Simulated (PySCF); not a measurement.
Stepwise substitution at one centre (Ga Br-SH). Gas-phase values, no solvent. One relaxed conformer stands for each flexible species; it need not be the lowest. Strings in code marks are SMILES.

Computed with PySCF with PBE-D3(BJ)/def2-TZVP // B3LYP-D3(BJ)/def2-TZVP. All candidates: neutral, multiplicity 1. Excitations are Tamm–Dancoff values on a coarser integration grid. The basis has no diffuse functions, so Rydberg states are missing or too high.

```yaml
HOMO: -6.69 eV
S1 excitation (TDA): 4.44 eV
HOMO–LUMO gap: 4.33 eV
```

Question: Name which member has these values.
(A) `[SH][Ga]([SH])[Br]` (H–S–Ga–Br torsion 180°, Br–Ga–S–H torsion 180°)
(B) `[SH][Ga]([SH])[SH]`
(C) `[Br][Ga]([Br])[Br]`
(D) `[SH][Ga]([Br])[Br]` (H–S–Ga–Br torsion 180°)

Answer: A, `[SH][Ga]([SH])[Br]` (H–S–Ga–Br torsion 180°, Br–Ga–S–H torsion 180°). The others give `[SH][Ga]([Br])[Br]` (H–S–Ga–Br torsion 180°): -7.01 eV, 4.32 eV, 4.20 eV; `[Br][Ga]([Br])[Br]`: -7.41 eV, 4.33 eV, 4.17 eV; `[SH][Ga]([SH])[SH]`: -6.44 eV, 4.55 eV, 4.46 eV
